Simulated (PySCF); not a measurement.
Simulated Si 2p region for `FC(F)(F)[SiH]([SiH3])[SiH3]`, binding energy against the vacuum level.

Every computed line was given a Gaussian of 0.5 eV full width at half maximum and an area set by the number of equivalent atoms (split 2:1 within a doublet); the highest printed point is 100. Method: delta-SCF UKS SCAN, pcX-2 on the ionised atom, pcseg-1 elsewhere, spin-free X2C (PySCF 2.14.0).

binding energy (eV), intensity and a bar:
```
    106.1          0 
    106.2          2 
    106.3          6 ##
    106.4         17 #####
    106.5         37 ###########
    106.6         64 ###################
    106.7         89 ###########################
    106.8        100 ##############################
    106.9         92 ############################
    107.0         72 #####################
    107.1         53 ################
    107.2         46 ##############
    107.3         48 ##############
    107.4         51 ###############
    107.5         47 ##############
    107.6         36 ###########
    107.7         22 ######
    107.8         11 ###
    107.9          4 #
    108.0          1 
    108.1          0
```

Task: Count the maxima, the lines and the sites behind this envelope.

Result: The curve has 2 maxima (at 106.8 and 107.4 eV). Under it lie 4 lines from 2 inequivalent silicon sites, each drawn as a 2p3/2, 2p1/2 pair. At this width some lines have no maximum of their own.

Task: Decompose the envelope and assign each component. Numbering: `[F:1][C:2]([F:3])([F:4])[SiH:5]([SiH3:6])[SiH3:7]`.

Result: 
| position (eV) | relative area | line | atoms | environment |
| --- | --- | --- | --- | --- |
| 106.76 | 0.67 | Si 2p3/2 | Si5 | SiH silicon |
| 106.82 | 1.33 | Si 2p3/2 | Si6/Si7 | SiH3 silicon |
| 107.39 | 0.33 | Si 2p1/2 | Si5 | SiH silicon |
| 107.44 | 0.67 | Si 2p1/2 | Si6/Si7 | SiH3 silicon |

The 2 Si 2p3/2 values lie within 0.06 eV of each other.

The curve has no shake-up lines and no vibrational structure. The first atom of each set that the bonding makes equivalent was ionised and stands for the set. 2p3/2 and 2p1/2 are the ΔSCF energy of one spin-free 2p hole plus the eigenvalues of a spin–orbit and ligand-field matrix of the shell. 2p1/2 minus 2p3/2 (ligand field included): Si 0.62 eV. Isolated species at its PBE0-D3(BJ)/def2-SVP geometry, gas phase.

The values belong to the conformer `[F:1][C:2]([F:3])([F:4])[SiH:5]([SiH3:6])[SiH3:7]`: F1–C2–Si5–Si6 179°.
